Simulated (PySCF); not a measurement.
Species: C₄H₄F₄Se.
SMILES: `F/C=C\[Se]CC(F)(F)F`

Torsions of this conformer, `[F:1]/[CH:2]=[CH:3]\[Se:4][CH2:5][C:6]([F:7])([F:8])[F:9]`: C2–C3–Se4–C5 179°, C3–Se4–C5–C6 -79°, Se4–C5–C6–F7 -57°.

The closed-shell ground state was solved at several levels (PySCF, density fitting, gas phase). One conformer (not necessarily the lowest) at the GFN2-xTB geometry, without solvent, vibrations or thermal averaging. The calculation is non-relativistic and has no spin–orbit coupling, an omission that weighs most on selenium.

```
                       level  basis functions  HOMO (eV)  LUMO (eV)  gap (eV)  dipole (D)
B3LYP/pcJ-1 (pcSseg-1 on Se)              297      -6.23      -0.35      5.88        2.37
             B3LYP/def2-SVPD              245      -6.33      -0.58      5.75        2.32
```

Question: Estimate the row for PBE0/pcSseg-1, a basis of 197 functions; the other rows only guide the guess.

Answer: HOMO -6.48 eV, LUMO -0.15 eV, gap 6.33 eV, dipole 2.39 D.

Question: Over all these levels, which gives the widest orbital gap and which the narrowest?

Answer: PBE0/pcSseg-1 (global hybrid, 25 % exact exchange) has the widest, 6.33 eV, and B3LYP/def2-SVPD (global hybrid, 20 % exact exchange) the narrowest, 5.75 eV. Functional and basis both differ between the two, so the spread mixes both effects.

Question: How far do the dipole and the HOMO energy spread over the levels?

Answer: The dipole runs from 2.32 to 2.39 D (mean 2.36 D) and the HOMO from -6.48 to -6.23 eV.
